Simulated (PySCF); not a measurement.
Vertical excitations of a molecule C4H4Cl2 from TDDFT-PBE/def2-SVPD in PySCF, as energy in eV (oscillator strength): 5.66 (0.000), 5.95 (0.019), 5.99 (0.257), 6.27 (0.000), 6.42 (0.000), 6.62 (0.000), 6.67 (0.000), 6.89 (0.002), 7.09 (0.005), 7.28 (0.002). Lowest triplet (TDA): 3.99 eV. Geometry optimised at B3LYP-D3(BJ)/def2-SVP. The values are those of a single conformer.

Pick the molecule that these values belong to.
(A) CC(Cl)=C=CCl
(B) C=C(Cl)/C=C\Cl
(C) ClC1=C(Cl)CC1
(D) Cl/C=C\C=C/Cl

C, ClC1=C(Cl)CC1
